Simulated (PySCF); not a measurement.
**From computed data to an observable: oscillator strength and radiative lifetime**

Se(Cl)(Me) (CH3ClSe), SMILES C[Se]Cl.

Coordinates come from a B3LYP-D3(BJ)/def2-TZVP optimisation.

PySCF with TDA-PBE0/def2-SVPD puts the first singlet state with f over 0.02 at 6.05 eV (vertical), with the transition dipole (0.000, 0.000, -0.451) in atomic units.

Q: Find the oscillator strength, the wavelength and the radiative lifetime that this transition would have in vacuum if emission retraced absorption.

A: 
|μ|² = 0.2034 au, so |μ| = 1.15 D. ΔE = 6.05/27.211 = 0.2223 hartree. f = (2/3) ΔE |μ|² = 0.030 (the program prints 0.030).
λ = 1239.84/6.05 = 205 nm; ν = 48797 cm⁻¹.
Einstein's coefficient A = 0.6670 ν² f s⁻¹ (ν in cm⁻¹) = 4.8e7 s⁻¹, so τ = 1/A = 21 ns. This state is S5; the lower singlets have f = 0.000, 0.009, 0.001, 0.000. The figure is the radiative limit of this one transition; relaxation, internal conversion, crossing to triplets and a medium change what is measured.
